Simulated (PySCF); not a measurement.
# MoO₂: from structure and modes to constants

Level of theory: UPBE0 in PySCF with Mo def2-TZVP with ECP28, O def2-TZVP; scalar-relativistic core potentials, no spin–orbit coupling; density-fitted integrals.

The triplet minimum has C2v symmetry. Masses (u): Mo 97.90541, O 15.99492.

```xyz
3
charge 0 multiplicity 3, angstrom
Mo    0.0000    0.0000   -0.2246
O     1.4159    0.0000    0.6861
O    -1.4159    0.0000    0.6861
```

Harmonic wavenumbers (cm⁻¹): 310.8 (a1, ×1), 979.3 (b2, ×1), 1038.1 (a1, ×1).

Task: Find the principal moments of inertia and the rotational constants. What kind of rotor is it?

Result: About the centre of mass I = 19.994, 64.136, 84.13 u Å². With B = 16.8576/I this gives 0.8431, 0.2628, 0.2004 cm⁻¹. The molecule is an asymmetric top with κ = -0.81.

Task: What is the harmonic zero-point energy?

Result: Half the sum of all 3 wavenumbers, 2328/2 = 1164 cm⁻¹, which is 13.9 kJ/mol (1 cm⁻¹ = 0.0119627 kJ/mol).

Task: Find the vibrational entropy and heat capacity at 298.15 K.

Result: With u = 1.43878 ω/T, each mode gives S = R[u/(eᵘ−1) − ln(1−e⁻ᵘ)] and C = R u² eᵘ/(eᵘ−1)².
| ω (cm⁻¹) | u | S (J/(mol K)) | C (J/(mol K)) |
| --- | --- | --- | --- |
| 310.8 | 1.500 | 5.68 | 6.92 |
| 979.3 | 4.726 | 0.43 | 1.68 |
| 1038.1 | 5.010 | 0.34 | 1.41 |
The sums over all modes are S = 6.4 and C = 10.0 J/(mol K); the softest mode gives 88 % of the entropy.

Task: Give the standard entropy (298.15 K, 1 bar) by its translational, rotational, vibrational and spin parts, and Cp.

Result: Sackur–Tetrode with M = 129.90 u gives 169.6; rotation with symmetry number 2 gives 90.9; vibration 6.4; spin R ln 3 = 9.1. The total is 276.1 J/(mol K), and Cp = 4 R + 10.0 = 43.3 J/(mol K).

Only a few start shapes were tried, so a lower isomer may exist. Open d and f shells are described by one determinant, and the ground state may have another occupation or spin.
